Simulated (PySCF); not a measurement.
C8H7F.
Structure used (PBE0-D3(BJ)/def2-TZVP), in Å, numbered top down from 1:
```xyz
16
C8H7F angstrom
C      2.345   -1.513    0.677
C      1.830   -0.590   -0.131
C      0.461   -0.074   -0.125
C      0.141    1.010   -0.942
C     -1.137    1.545   -0.970
C     -2.106    0.979   -0.169
F     -3.347    1.481   -0.187
C     -1.834   -0.102    0.652
C     -0.554   -0.620    0.665
H      3.378   -1.819    0.578
H      1.769   -1.990    1.461
H      2.478   -0.147   -0.884
H      0.912    1.446   -1.568
H     -1.387    2.388   -1.602
H     -2.624   -0.524    1.260
H     -0.343   -1.473    1.298
```

Level: wB97X-D/pcSseg-2 in PySCF, non-relativistic, on one gas-phase PBE0-D3(BJ)/def2-TZVP geometry that isn't relaxed in the solvent. The solvent is an IEF-PCM continuum (cavity from Bondi-type radii × 1.2). Only the electrostatic response of the medium enters.

Gas phase at wB97X-D/pcSseg-2: HOMO -8.31 eV, LUMO 0.55 eV, dipole 1.30 D.

Task: What does the continuum do to the energy, the frontier levels and the dipole at wB97X-D/pcSseg-2 in chloroform?

Result: 
| solvent | ε | E(solvent) − E(gas) (kJ/mol) | polarisation term (kJ/mol) | distortion of the solute (kJ/mol) | HOMO (eV) | LUMO (eV) | dipole (D) |
| --- | --- | --- | --- | --- | --- | --- | --- |
| chloroform | 4.711 | -11.51 | -12.54 | 1.03 | -8.27 | 0.61 | 1.56 |

The polarisation term is half the interaction of the solute with the surface charges that it induces; the rest is the cost of distorting the solute's density. The sum is the electrostatic part of solvation alone.

Task: Which radius a makes the point-dipole formula ΔE = −[(ε − 1)/(2ε + 1)]·μ²/a³ give the value in chloroform, with the gas-phase dipole?

Result: μ = 0.513 au and |ΔE| = 0.00438 Eh give a = 1.47 Å; the farthest nucleus lies 3.88 Å from the centroid of the nuclei, so such a sphere wouldn't even hold the nuclei. The formula assumes a rigid point dipole at the centre of a sphere.

Task: Give the dipole vector in the frame of the coordinates (D, pointing from negative to positive charge), gas and chloroform.

Result: Gas (1.22, -0.47, -0.01), solvent (1.45, -0.57, -0.01). Its length changes by +20 % and its direction by less than 1°.

On an Intel Xeon at 2.50 GHz with 2 threads, no GPU, shared host, this took 4.5 min wall, 7.7 min CPU and 2.9 GiB of memory at its peak. This is the whole shielding run at wB97X-D/pcSseg-2 in chloroform, SCF included.

The pairwise dispersion term of wB97X-D wasn't added to the energies; at a given geometry it leaves orbitals and properties as they are.
